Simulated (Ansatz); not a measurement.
Ansatz (a quantum-chemistry and plane-wave program) input (B3LYP/LANL2DZ): The .json file is the Basis Set Exchange's LANL2DZ.

Ansatz 0.2 input:
```yaml
crystal:
  periodic: [false, false, false]
  atoms:
    - {symbol: I, position_ang: [-0.00000000, -0.00000000, -0.99424200]}
    - {symbol: Br, position_ang: [0.00000000, 0.00000000, 1.50556600]}
basis:
  gaussian:
    orbitals: LANL2DZ.json
hamiltonian:
  xc: {name: B3LYP}
output: {forces: true}
```

Output:

```
Functional definition: B3LYP
integrals: 0.01 GiB planned
255 factors; integrals over basis functions are off by at most 2.3e-4 eV
mean field: 0.05 GiB planned
mean field evaluation 1: about -667.5151 eV, gradient 4.4e0 eV
mean field evaluation 2: about -667.5431 eV, gradient 3.8e0 eV
mean field evaluation 4: about -667.6113 eV, gradient 1.2e0 eV
mean field evaluation 8: about -667.6148 eV, gradient 7.3e-3 eV
mean field -667.61476755 eV, -24.5343901818 hartree, gradient 3.8e-5 eV, S^2 0.000000; 0 other end points of the search recorded, 0 dependent functions left out
the calculation of the forces begins
reference -667.61494294 eV, -24.5343966273 hartree; 7, 7 occupied and 9, 9 virtual orbitals, 255 factors
Total energy: -667.61494294 eV, -24.5343966273 hartree
Atom 0 at    -0.000000    -0.000000    -0.994242 Å, force    -0.000000     0.000000    -2.255782 eV/Å
Atom 1 at     0.000000     0.000000     1.505566 Å, force     0.000000    -0.000000     2.255782 eV/Å
Dipole moment:     0.000000    -0.000000    -0.199443 e Å
```

The geometry given is a B3LYP-D3(BJ)/def2-TZVP minimum.
